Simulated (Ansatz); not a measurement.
One change: `O[Si]O` becomes `[OH][Sn][OH]`.

Ansatz, PBE0-D4/def2-TZVP geometries, multiplicity 1. Each molecule was computed in one conformer, which needn't be the lowest.

Elements past krypton have def2 core potentials.

```csv
property,`O[Si]O`
"ideal-gas entropy at 298 K and 1 bar (rigid rotor, harmonic PBE0-D4/def2-TZVP) / J/(mol·K)",270
size of the dipole moment (ωB97M-V/def2-TZVPP) / D,1.78
HOMO–LUMO gap (PBE/def2-TZVPP) / eV,4.04
HOMO energy (PBE0/def2-TZVPP) / eV,-7.10
HOMO energy (ωB97M-V/def2-TZVPP) / eV,-9.26
LUMO energy (B3LYP/def2-TZVPP) / eV,-1.29
```

(1) Give the same properties after the change, and the shifts. (Estimate.)

Results:

(1) Computed: 
```tsv
property	`[OH][Sn][OH]`	shift
ideal-gas entropy at 298 K and 1 bar (rigid rotor, harmonic PBE0-D4/def2-TZVP) / J/(mol·K)	297	27
size of the dipole moment (ωB97M-V/def2-TZVPP) / D	2.58	0.80
HOMO–LUMO gap (PBE/def2-TZVPP) / eV	3.71	-0.33
HOMO energy (PBE0/def2-TZVPP) / eV	-7.47	-0.37
HOMO energy (ωB97M-V/def2-TZVPP) / eV	-9.66	-0.40
LUMO energy (B3LYP/def2-TZVPP) / eV	-2.18	-0.89
```

With PBE0 the HOMO falls by 0.37 eV and the LUMO falls by 0.85 eV, so the gap narrows by about 0.48 eV. PBE moves the HOMO by -0.35 eV and ωB97M-V by -0.40 eV. Dipoles are sizes alone; their direction can turn.

B3LYP here is the variant with VWN-RPA as its local correlation; programs differ in this.
